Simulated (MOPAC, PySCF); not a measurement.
H₄GeOS₃, SMILES `[OH][Ge]([SH])([SH])[SH]`, neutral singlet in the gas phase. 

Cartesian coordinates (Å):
```xyz
9

O     -0.6131    -0.5235     1.6428
Ge    -0.0660     0.0258     0.0388
S      0.2738     2.2306    -0.0446
S      1.7692    -1.2068    -0.1698
S     -1.6112    -0.2989    -1.5383
H     -1.3786    -0.0260     1.9520
H      1.3277     2.1646     0.7881
H      2.0101    -0.7556    -1.4128
H     -1.7120    -1.6101    -1.2564
```
Charge 0, multiplicity 1.

All levels are single points at this geometry (B3LYP-D3(BJ)/def2-TZVP); Pople sets use spherical d functions. Orbital energies aren't observables, and empty levels follow the basis.

| level | HOMO (eV) | LUMO (eV) | gap (eV) | dipole (D) | vertical IE, Delta-SCF (eV) |
|---|---|---|---|---|---|
| B3LYP-D3(BJ)/def2-TZVP in PySCF | -7.26 | -1.51 | 5.75 | 0.31 | 9.23 |
| B3LYP/3-21G in PySCF | -7.48 | -1.62 | 5.86 | 0.70 | – |
| B3LYP/6-311+G** (LANL2DZ on Ge) in PySCF | -7.42 | -1.66 | 5.75 | 0.46 | – |
| B3LYP/6-31G* in PySCF | -7.20 | -1.45 | 5.74 | 0.27 | 9.21 |
| BP86/6-31G* in PySCF | -6.30 | -2.24 | 4.06 | 0.29 | – |
| M06-2X/6-31G* in PySCF | -8.68 | -0.05 | 8.64 | 0.32 | – |
| HF/3-21G in PySCF | -10.85 | 2.07 | 12.91 | 0.61 | – |
| HF/6-31G* in PySCF | -10.40 | 2.56 | 12.96 | 0.34 | 9.73 |
| PM3 in MOPAC | -9.91 | -2.89 | 7.02 | 0.54 | – |
